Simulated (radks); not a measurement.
Results of a calculation; reference values are marked as such.
Task: The strontium ion Sr14+, 24 electrons, occupied as [Ar] 3d6 (the NIST ground configuration). Level of theory: non-relativistic Kohn-Sham, PBE, spin-polarised, spherical densities, point nucleus; open shells are filled with parallel spins first (spin-orbit coupling, left out, can overturn this in heavy ions); relativity is left out, which matters for an element this heavy (a radial shooting solver on a logarithmic mesh with Libxc functionals). Some entries of the table are withheld. Estimate them.

| orbital | occ. | eigenvalue (eV) | <r^2> (bohr^2) |
|---|---|---|---|
| 1s up | 1 | -16009.22 | 0.002162 |
| 1s down | 1 | -16009.19 | 0.002162 |
| 2s up | 1 | -2481.418 | 0.03671 |
| 2s down | 1 | -2474.596 | 0.03659 |
| 2p up | 3 | -2296.572 | 0.02818 |
| 2p down | 3 | -2291.619 | 0.02806 |
| 3s up | 1 | -674.5248 | 0.2605 |
| 3s down | 1 | -665.9621 | 0.2627 |
| 3p up | 3 | -607.3347 | (1) |
| 3p down | 3 | -598.5165 | (2) |
| 3d up | 5 | -489.4367 | 0.2275 |
| 3d down | 1 | -479.3266 | 0.2319 |
| 4s up | 0 | -290.6821 | 1.171 |
| 4s down | 0 | -287.9529 | 1.184 |
| 4p up | 0 | -266.4851 | (3) |
| 4p down | 0 | -263.7927 | (4) |

Result: 
(1) 3p up <r^2> (bohr^2): 0.2561
(2) 3p down <r^2> (bohr^2): 0.2589
(3) 4p up <r^2> (bohr^2): 1.240
(4) 4p down <r^2> (bohr^2): 1.256
